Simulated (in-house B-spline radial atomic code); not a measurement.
Configurations of Tb5+, with energies counted from [Kr] 4d10 4f7 5s2 5p5. Level of theory: Dirac-Hartree-Fock, average of configuration, Fermi nucleus of rms radius 5.06 fm; calculated with a radial B-spline atomic code at the basis-set limit. Energies include first-order Breit, QED and recoil terms.

Occupations are held fixed; configurations that lie above the ionisation limit could autoionise.

```tsv
configuration	E - E(ref) (eV)	highest orbital	its <r> (bohr)
[Kr] 4d10 4f6 5s2 5p5 6s1	31.154	6s1/2	2.641
[Kr] 4d10 4f7 5s2 5p4 6d1	59.954	6d5/2	3.801
[Kr] 4d10 4f6 5s2 5p5 8d1	65.976	8d5/2	8.926
[Kr] 4d10 4f6 5s2 5p5 9d1	69.437	9d5/2	12.25
[Kr] 4d10 4f7 5s2 5p4 7g1	79.283	7g7/2	10.42
[Kr] 4d10 4f7 5s2 5p4 9g1	83.273	9g7/2	18.36
[Kr] 4d9 4f7 5s2 5p5 6g1	220.45	6g7/2	7.199
```

**Question.** Order these further configurations by energy, lowest first.
A. [Kr] 4d9 4f7 5s2 5p5 6s1
B. [Kr] 4d10 4f7 5s2 5p4 6s1
C. [Kr] 4d10 4f7 5s2 5p4 8s1
D. [Kr] 4d10 4f6 5s2 5p5 8g1
E. [Kr] 4d10 4f8 5s2 5p4

**Answer.** E (16.315 eV), B (41.962 eV), D (71.382 eV), C (71.7 eV), A (186.17 eV).

**Question.** How far above the reference does [Kr] 4d10 4f7 5s2 5p4 6g1 lie?

**Answer.** 75.647 eV; its least bound orbital is 6g7/2 with <r> = 7.209 bohr.

**Question.** How far above the reference does [Kr] 4d9 4f7 5s2 5p5 5g1 lie?

**Answer.** 214.46 eV; its least bound orbital is 5g7/2 with <r> = 4.501 bohr.
